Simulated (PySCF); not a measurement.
## Electron correlation in Bi⁷²⁺ (bismuth, charge +72)

[Ne] 3s1, 2S determinant. Computed with PySCF 2.14 in an even-tempered Gaussian basis (17 s from 23 bohr⁻², ratio 2.5; 12 p from 30 bohr⁻², ratio 2.5; 4 d from 110 bohr⁻², ratio 2.7; 4 f from 160 bohr⁻², ratio 2.7), with scalar relativity by spin-free X2C-1e. Frozen: 1s2; 9 electrons correlated; the 17 highest virtual orbitals of each spin left out.

| level | correlation energy (mhartree) |
| --- | --- |
| CCSD | -369.79 |
| (T) | -0.05 |
| CCSD(T) | -369.84 |

Diagnostics: T1 = 2.9e-05, D1 = 0.0001, largest double amplitude 0.001.

Cost of the coupled-cluster step: roughly 27 core-seconds, for 9 correlated electrons.

Iterations:

```
CC2 = 0
CCSD nocc = (np.int64(5), np.int64(4)), nmo = (83, 83)
frozen orbitals [[0, 84, 85, 86, 87, 88, 89, 90, 91, 92, 93, 94, 95, 96, 97, 98, 99, 100], [0, 84, 85, 86, 87, 88, 89, 90, 91, 92, 93, 94, 95, 96, 97, 98, 99, 100]]
max_cycle = 100
direct = 0
conv_tol = 1e-08
conv_tol_normt = 1e-06
diis_space = 8
diis_start_cycle = 0
Init t2, MP2 energy = -0.369061227744445
Init E_corr(UCCSD) = -0.369061227744445
cycle = 1  E_corr(UCCSD) = -0.369761851506119  dE = -0.000700623762  norm(t1,t2) = 0.000166046
cycle = 2  E_corr(UCCSD) = -0.369784757042852  dE = -2.29055367e-05  norm(t1,t2) = 4.22614e-06
cycle = 3  E_corr(UCCSD) = -0.369785054243781  dE = -2.9720093e-07  norm(t1,t2) = 1.41379e-07
cycle = 4  E_corr(UCCSD) = -0.369785054121219  dE = 1.2256246e-10  norm(t1,t2) = 5.91465e-10
UCCSD converged
E(UCCSD) = -14646.8158270898  E_corr = -0.3697850541212189
UCCSD(T) correction = -4.58536521289214e-05
```

At this charge the one-electron X2C treatment keeps the bare 1/r₁₂, with no two-electron picture change or Breit term. The effect here is smaller than on the frozen 1s shell; and a scalar Hamiltonian misses the large spin-orbit splitting of the p shells, which matters for ns² → np² pairs.
